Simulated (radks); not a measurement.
Problem. Radial electron density D(r) = 4 pi r^2 rho(r) of an atom or ion with 47 electrons. Method: Dirac Kohn-Sham, exchange-only PBE, spin-unpolarised, spherical densities, finite nucleus; Fermi nuclear charge, rms radius of each element as measured or else 0.836 A^(1/3) + 0.57 fm; computed with a radial shooting solver on a logarithmic mesh with Libxc functionals.

r (bohr),D(r) (e/bohr)
0.001745,12.84
0.002236,18.48
0.002865,26.09
0.003672,35.97
0.004705,48.08
0.006029,61.82
0.007726,75.69
0.009901,87.25
0.01269,93.65
0.01626,93.21
0.02067,87.85
0.02649,83.34
0.03394,87.93
0.04349,103.7
0.05574,119.7
0.07142,119.4
0.09153,103.0
0.1173,94.38
0.1503,105.2
0.1926,105.2
0.2468,72.67
0.3163,44.88
0.4021,47.90
0.5152,48.28
0.6603,27.06
0.8461,7.606
1.084,0.9912
1.389,0.05194
1.78,0.0009226

What is the nuclear charge?

Solution. Z = 68. The innermost maximum, from 1s, lies near gamma/Z bohr with gamma = sqrt(1 - (Z/c)^2) = 0.868, here 0.0128 bohr (found: 0.0141), and its height grows with Z. The density is that of the erbium ion Er21+ in [Kr] 4d10 4f1; the configuration itself is not fixed sharply by these data, and Z only to a few units. D(r) has 4 maxima, at r = 0.0141, 0.0628, 0.172, 0.461 bohr, and minima at 0.0273, 0.114, 0.340 bohr, inside which lie 2.02, 11.16, 29.14 electrons.
